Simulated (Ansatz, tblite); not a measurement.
Isomers of Sr₃Se₃⁻ (doublet), found by a short tight-binding search and relaxed with B3LYP-D4/def2-SVPD in Ansatz.

In the def2 sets Sr takes a core potential, while STO-3G treats all electrons; there is no spin–orbit coupling. The xTB rows come from tblite. Correlated methods freeze 27 core orbitals; core or outer-core shells of Sr, Se are correlated, in sets that lack core-valence functions.

A: At HF/STO-3G the highest occupied level of the charge -1 doublet lies above zero (up to 3.92 eV). In Hartree–Fock with STO-3G the lack of diffuse functions raises the level. B: At HF/STO-3G, PBE-D4/def2-TZVPD, r2SCAN-D4/def2-TZVPD the highest occupied level of the charge -1 doublet lies above zero (up to 3.22 eV). In Hartree–Fock with STO-3G the lack of diffuse functions raises the level. It is a level of α spin, whose loss leaves a singlet; that state wasn't run at this geometry and level. The electron is either unbound and held by the finite basis, or the level is raised by self-interaction error. C: At HF/STO-3G the charge -1 doublet is spin-contaminated (final ⟨S²⟩ up to 0.83, 0.75 for a pure state). At HF/STO-3G the highest occupied level of the charge -1 doublet lies above zero (up to 3.93 eV). In Hartree–Fock with STO-3G the lack of diffuse functions raises the level. At r2SCAN-D4/def2-TZVPD the gap within one spin of the charge -1 doublet nearly closes, so an electron or hole may be smeared out by delocalisation error. D: At HF/STO-3G the highest occupied level of the charge -1 doublet lies above zero (up to 3.99 eV). In Hartree–Fock with STO-3G the lack of diffuse functions raises the level.

Other spin states weren't relaxed.

A:

Cartesian coordinates in Å:
```
Sr 0.567 -0.504 1.465
Sr -2.008 -1.288 -1.329
Sr 0.816 2.326 -1.174
Se -0.545 -3.002 0.389
Se 2.763 1.229 0.568
Se -1.592 1.240 0.082
```

B:

```xyz
6

Sr   -0.768   -2.235   -1.784
Sr   -1.429    0.939    0.697
Sr    1.822    0.199    0.212
Se   -0.263   -1.858    1.080
Se    0.809    2.334    1.862
Se   -0.170    0.621   -2.067
```

C:

Cartesian coordinates in Å:
```
Sr 2.134 0.205 2.322
Sr -2.728 1.531 -0.449
Sr 0.327 -0.850 -0.982
Se 2.739 -1.808 0.423
Se -0.244 1.378 1.090
Se -2.229 -0.457 -2.404
```

D:

Cartesian coordinates in Å:
```
Sr -0.685 -0.299 1.258
Sr -1.465 1.768 -1.966
Sr 2.846 -0.978 -0.268
Se -3.174 0.522 -0.084
Se 1.114 1.351 -0.647
Se 1.364 -2.364 1.707
```

Task: Estimate which lies lowest at each level, and how far above it the others are (kcal/mol).

Result: 
| level | A | B | C | D |
| --- | --- | --- | --- | --- |
| GFN1-xTB | 3.5 | 0.0 | 11.0 | 9.8 |
| GFN2-xTB | 12.4 | 17.7 | 0.0 | 2.2 |
| HF/STO-3G | 23.3 | 0.0 | 19.2 | 20.8 |
| HF/def2-TZVPD | 3.1 | 0.0 | 3.4 | 3.6 |
| LDA (SPW92)/def2-TZVPD | 7.4 | 0.0 | 8.9 | 8.5 |
| PBE-D4/def2-TZVPD | 5.7 | 0.0 | 6.6 | 6.4 |
| r2SCAN-D4/def2-TZVPD | 5.4 | 0.0 | 6.1 | 6.0 |
| r2SCANh-D4/def2-TZVPD | 5.5 | 0.0 | 6.7 | 6.5 |
| PBE0-D4/def2-TZVPD | 6.1 | 0.0 | 7.9 | 7.6 |
| r2SCAN0-D4/def2-TZVPD | 5.8 | 0.0 | 7.5 | 7.2 |
| RPA@PBE/def2-TZVPD | 3.6 | 0.0 | 0.9 | 1.5 |
| MP2/def2-TZVPD | 7.5 | 0.0 | 10.7 | 10.4 |
Point groups (tolerance 0.1 Å): A Cs, B C2v, C Cs, D Cs. C and D have the same bonds, so they are conformers or stereoisomers. Lower isomers may exist.
